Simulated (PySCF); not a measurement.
Species: C5H11As.
Atom-mapped SMILES: `[CH3:1][C@@H:2]1[CH2:3][CH2:4][AsH:5][CH2:6]1` (hydrogens: H7, H8, H9 on C1; H10 on C2; H11, H12 on C3; H13, H14 on C4; H15 on As5; H16, H17 on C6)

Cartesian coordinates in Å at the PBE0-D3(BJ)/def2-SVP level; atoms count from 1:
```xyz
17
C5H11As angstrom
C     -2.083   -0.362   -0.105
C     -0.616   -0.020   -0.325
C      0.337   -1.097    0.197
C      1.782   -0.631    0.039
As     1.784    1.352    0.315
C     -0.197    1.290    0.340
H     -2.298   -0.490    0.969
H     -2.742    0.433   -0.486
H     -2.359   -1.299   -0.615
H     -0.438    0.084   -1.412
H      0.166   -2.062   -0.311
H      0.114   -1.266    1.267
H      2.171   -0.842   -0.968
H      2.459   -1.108    0.761
H      1.868    1.690   -1.174
H     -0.625    2.181   -0.141
H     -0.515    1.302    1.397
```

Level of theory: PySCF, TDDFT PBE0/def2-SVPD, vertical, gas phase, core orbitals frozen in the response. The PBE0/def2-SVPD calculation is non-relativistic and has no spin–orbit coupling, an omission that weighs most on arsenic.

Transition dipole moments from the ground state, in atomic units and in the frame of the coordinates above (overall signs are arbitrary), for the states with f of 0.002 or more among the lowest 7:

```tsv
state	E (eV)	μx	μy	μz
S1	5.918	0.192	-0.068	-0.469
S2	6.137	-0.502	0.473	-0.129
S3	6.912	0.378	0.447	0.382
S4	7.133	0.486	0.461	0.090
S5	7.258	0.012	0.002	0.160
S6	7.428	-0.180	-0.027	0.107
S7	7.564	-0.226	0.023	-0.043
```

Problem. What oscillator strength does each state have?

Solution. f = (2/3) ΔE |μ|² with ΔE in hartree (27.2114 eV).

| state | \|μ\|² (au) | \|μ\| (D) | f |
| --- | --- | --- | --- |
| S1 | 0.262 | 1.30 | 0.038 |
| S2 | 0.492 | 1.78 | 0.074 |
| S3 | 0.488 | 1.78 | 0.083 |
| S4 | 0.458 | 1.72 | 0.080 |
| S5 | 0.026 | 0.41 | 0.005 |
| S6 | 0.045 | 0.54 | 0.008 |
| S7 | 0.054 | 0.59 | 0.010 |

Problem. Which bond between heavy atoms lies closest to the direction of the S3 transition dipole?

Solution. C2–C6, at 21° from it; next C4–As5 at 45°.

Problem. What angle do the transition dipoles of S1 and S2 make?

Solution. |cos θ| = |μa·μb| / (|μa| |μb|) = 0.19, so θ ≈ 79° (taken between 0 and 90°, since the signs are arbitrary).

The vertical ionisation energy (ΔSCF) is 8.73 eV, 1.16 eV above S7.

One conformer stands for the species.

Without π bonds the low states may be Rydberg-like; a valence basis with one diffuse set may place them up to an eV too high.
